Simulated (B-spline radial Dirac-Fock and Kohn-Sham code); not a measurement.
## Core-hole lifetimes of Mn⁹⁺

System: Mn⁹⁺, [Ne] 3s2 3p4.

Model: independent-particle radiative and Coulomb Auger rates from relativistic LDA hole-state orbitals, with Dirac-Fock energies. Program: a radial atomic solver.

Partial widths are in eV. Coster-Kronig decay leaves a hole in the same principal shell; its rates are the weakest part of the model, often 1.5 to 2.5 times too large and more for N holes. Holes without an open Auger channel, or with an unreliable SCF state, are not listed.

```
      hole  radiative  Auger  Coster-Kronig  total  fluorescence yield  lifetime (fs)
    K (1s)      0.346  0.751              0   1.10                   ?              ?
   L1 (2s)    0.00239  0.195              0  0.197              0.0121           3.33
L2 (2p1/2)   0.000193  0.168              0  0.169             0.00114           3.90
```

Q: What are the fluorescence yield and the lifetime of the K (1s) hole?

A: The yield is the radiative width over the total, 0.315, and the lifetime is ħ/Γ = 0.600 fs.

Values without a named source are computed, but for edge energies of neutral atoms, which are taken from tables.
